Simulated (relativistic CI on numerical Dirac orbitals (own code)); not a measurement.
Electric-dipole transitions in Se¹⁶⁺

Computed by Dirac-Coulomb-Breit CI, orbitals from a KLI potential per configuration, a model potential for QED, unscaled Slater integrals (own radial code, finite nucleus).

CI space (outside the closed core [Ne]): 3s2.3p6, 3s2.3p5.3d, 3s.3p6.3d, 3s2.3p5.4s, 3s2.3p5.4p, 3s2.3p5.4d, 3s.3p6.4s, 3s2.3p5.4f, 3s.3p6.4p, 3p6.3d.4p, 3s.3p6.4d, 3s2.3p5.5s, 3s.3p6.4f, 3s2.3p5.5p, 3s2.3p5.5d, 3s2.3p5.5f, 3s2.3p5.5g, 3s.3p6.5s, 3s2.3p5.6s, 3s.3p6.5p, 3s2.3p5.6p, 3s2.3p5.6d, 3s.3p6.5d, 3p6.3d2, 3p5.3d3, 3p5.3d2.4s, 3p5.3d2.4p, 3p5.3d2.4d, 3p6.3d.4s, 3p5.3d.4s2, 3p5.3d.4s.4p, 3p5.3d.4s.4d. Double excitations out of closed p, d and f shells are left out; levels of such configurations are missing from the list, as are those of other unlisted configurations, and high levels can miss mixing partners. These lack a partner that the ground configuration has and come out too high: 3s2.3p5.4f, 3s2.3p5.5s, 3s2.3p5.5p, 3s2.3p5.5d, 3s2.3p5.5f.

```
λ vac (Å)                  Lower                   Upper   A (s⁻¹)  E lower (eV)  E upper (eV)
   30.899   3s2.3p5.3d 3F°_4 [5]   3s2.3p5.5f 3G_5 [217]  9.93e+11        85.043       486.294
   30.919   3s2.3p5.3d 3F°_3 [6]   3s2.3p5.5f 3G_4 [218]  8.46e+11        85.591       486.587
   31.314   3s2.3p5.3d 3D°_3 [8]   3s2.3p5.5f 3F_4 [221]  8.98e+11        91.498       487.431
   33.804       3s2.3p6 1S_0 [1]   3s2.3p5.4d 1P°_1 [47]  2.20e+12         0.000       366.771
   39.800   3s2.3p5.3d 3P°_0 [2]    3s2.3p5.4f 3D_1 [55]  1.11e+12        80.279       391.800
   39.856   3s2.3p5.3d 3P°_1 [3]    3s2.3p5.4f 3D_2 [56]  1.36e+12        81.472       392.551
   39.953   3s2.3p5.3d 3P°_1 [3]    3s2.3p5.4f 3D_1 [55]  1.00e+12        81.472       391.800
   40.028   3s2.3p5.3d 3P°_2 [4]    3s2.3p5.4f 3D_3 [59]  1.66e+12        83.966       393.709
   40.178   3s2.3p5.3d 3P°_2 [4]    3s2.3p5.4f 3D_2 [56]  7.24e+11        83.966       392.551
   40.242   3s2.3p5.3d 3F°_3 [6]    3s2.3p5.4f 3G_4 [58]  1.87e+12        85.591       393.687
   40.243    3s.3p6.3d 3D_1 [14]   3s.3p6.4f 3F°_2 [200]  1.76e+12       160.827       468.916
   40.254   3s2.3p5.3d 3F°_4 [5]    3s2.3p5.4f 3G_5 [57]  2.15e+12        85.043       393.045
   40.267  3s2.3p5.3d 1D°_2 [10]    3s2.3p5.4f 3G_3 [69]  1.89e+12        94.273       402.179
   40.310    3s.3p6.3d 3D_2 [15]   3s.3p6.4f 3F°_3 [199]  1.82e+12       161.330       468.909
   40.320   3s2.3p5.3d 3F°_2 [7]    3s2.3p5.4f 3G_3 [60]  1.64e+12        87.559       395.063
   40.428    3s.3p6.3d 3D_3 [16]   3s.3p6.4f 3F°_4 [201]  2.01e+12       162.244       468.920
   40.552  3s2.3p5.3d 3D°_2 [11]    3s2.3p5.4f 3F_3 [70]  1.96e+12        96.740       402.482
   40.627  3s2.3p5.3d 1F°_3 [12]    3s2.3p5.4f 3F_4 [71]  2.04e+12        97.571       402.748
   40.770   3s2.3p5.3d 3D°_3 [8]    3s2.3p5.4f 3F_4 [61]  1.89e+12        91.498       395.604
   40.950   3s2.3p5.3d 3D°_1 [9]    3s2.3p5.4f 3F_2 [62]  1.04e+12        94.240       397.012
   41.192    3s.3p6.3d 1D_2 [17]   3s.3p6.4f 1F°_3 [202]  1.96e+12       170.092       471.082
   101.73      3p6.3d2 3F_3 [24]     3p5.3d3 3D°_2 [180]  4.37e+11       328.322       450.198
   102.60      3p6.3d2 3F_4 [26]     3p5.3d3 3D°_3 [181]  4.57e+11       329.389       450.227
   102.77       3s2.3p6 1S_0 [1]   3s2.3p5.3d 1P°_1 [13]  5.22e+11         0.000       120.644
   103.90      3p6.3d2 1G_4 [34]     3p5.3d3 1F°_3 [185]  5.10e+11       335.607       454.939
   105.29      3p6.3d2 1G_4 [34]     3p5.3d3 1G°_4 [183]  5.59e+11       335.607       453.365
   107.38      3p6.3d2 3F_3 [24]     3p5.3d3 3F°_3 [174]  2.12e+11       328.322       443.784
   107.70      3p6.3d2 3F_4 [26]     3p5.3d3 3F°_4 [175]  4.07e+11       329.389       444.506
   108.99      3p6.3d2 3F_2 [23]     3p5.3d3 3F°_2 [165]  2.49e+11       327.341       441.097
   120.48      3p6.3d2 3F_4 [26]     3p5.3d3 3G°_5 [154]  1.25e+11       329.389       432.295
   124.55   3s2.3p5.4f 3D_2 [56]  3s2.3p5.5g 3F°_3 [226]  2.87e+11       392.551       492.099
   125.70   3s2.3p5.4f 3D_3 [59]  3s2.3p5.5g 3F°_4 [229]  3.42e+11       393.709       492.341
   125.74   3s2.3p5.4f 3G_5 [57]  3s2.3p5.5g 3H°_6 [223]  4.02e+11       393.045       491.647
   126.52   3s2.3p5.4f 3G_4 [58]  3s2.3p5.5g 1H°_5 [224]  3.67e+11       393.687       491.686
   126.62   3s2.3p5.4f 3G_3 [69]  3s2.3p5.5g 3H°_4 [235]  3.80e+11       402.179       500.095
   126.65   3s2.3p5.4f 3F_3 [70]  3s2.3p5.5g 3F°_4 [237]  3.82e+11       402.482       500.380
   127.29   3s2.3p5.4f 3F_4 [71]  3s2.3p5.5g 3H°_5 [236]  3.92e+11       402.748       500.153
   127.53   3s2.3p5.4f 3G_3 [60]  3s2.3p5.5g 3G°_4 [227]  3.39e+11       395.063       492.282
   128.19   3s2.3p5.4f 3F_4 [61]  3s2.3p5.5g 3G°_5 [228]  3.49e+11       395.604       492.321
   128.90   3s2.3p5.4f 1D_2 [76]  3s2.3p5.5g 3G°_3 [238]  3.60e+11       404.221       500.410
   130.02   3s2.3p5.4f 3F_2 [62]  3s2.3p5.5g 3G°_3 [230]  2.94e+11       397.012       492.366
   160.60   3s2.3p5.3d 3F°_4 [5]     3s.3p6.3d 3D_3 [16]  5.24e+10        85.043       162.244
   163.70   3s2.3p5.3d 3F°_3 [6]     3s.3p6.3d 3D_2 [15]  4.94e+10        85.591       161.330
   343.54   3s2.3p5.4p 3D_2 [25]   3s2.3p5.4d 3F°_3 [44]  1.78e+10       329.239       365.329
   361.12   3s2.3p5.4p 3D_3 [27]   3s2.3p5.4d 3F°_4 [45]  1.80e+10       331.004       365.337
```

Terms are leading LS components. Brackets give the number of a level in order of energy, since labels repeat. The list gives strong lines, with weight on those to low levels, without lines whose two gauges differ by over a factor of 2.5, among the lowest 400 of 1356 levels, so that lines to higher ones, which can be the strongest, are missing. Levels whose partners in the same complex of configurations lie outside the list can be far off, and so can their lines. Rates are taken at the computed energies, electric ones in the length gauge.

At this charge energies of transitions that change n are usually good to better than 1 %, and those within a shell (Δn = 0) to a few per cent.

LS names give the leading component of a level, which can be under half, so a name can repeat, a term be missing and a line seem to break the LS rules.
